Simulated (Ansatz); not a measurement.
Consider the formal exchange of groups at the Si–N bond: `N[SiH2][SiH2]S` + GeH₄ → `S[SiH2][SiH2][GeH3]` + NH₃.

Calculated with Ansatz (gas phase, PBE0-D4/def2-TZVP geometries, no zero-point term in ΔE). CCSD(T)/CBS is the MP2 limit (def2-TZVPP, def2-QZVPP) plus CCSD(T) − MP2 in def2-TZVPP, frozen cores. This one scheme is used for every species. Functionals use def2-TZVPP. For Ge outer-core shells are correlated without core-valence functions, which leaves a few kJ/mol of doubt a bond. Scalar relativity is left out up to krypton. Each species was taken in one conformer, which may not be the lowest.

| level | ΔE (kJ/mol) |
| --- | --- |
| r2SCAN-D4 | 10.7 |
| HF/def2-TZVPP | 35.8 |
| CCSD(T)/def2-TZVPP | 12.3 |
| MP2/def2-QZVPP | 15.0 |

Question: What does CCSD(T)/CBS give? (Best estimate.)

Answer: The calculation gave: +11.1 kJ/mol. The listed levels differ from it by -0.4, 24.7, 1.2, 3.9 kJ/mol.

Largest T1 diagnostic among the species: 0.012.

From PBE to PBE0 (25 % exact exchange), in def2-TZVPP and without D4, ΔE moves by +4.5 kJ/mol. In def2-TZVPP, CCSD(T) changes the Hartree–Fock value by −23.5 kJ/mol (the triples alone add −3.2 kJ/mol) and MP2 by −20.6 kJ/mol. The D4 term adds −4.4 kJ/mol with B3LYP and −2.8 kJ/mol with PBE0; it sums over pairs of atoms, weighted by their polarisabilities, and B3LYP, whose exchange is more repulsive, gets the larger term.

CCSD(T)/CBS has its own doubt, a few kJ/mol and more with outer-core shells, so smaller differences from it don't rank the levels.

B3LYP here is the variant with VWN-RPA as its local correlation; programs differ in this.
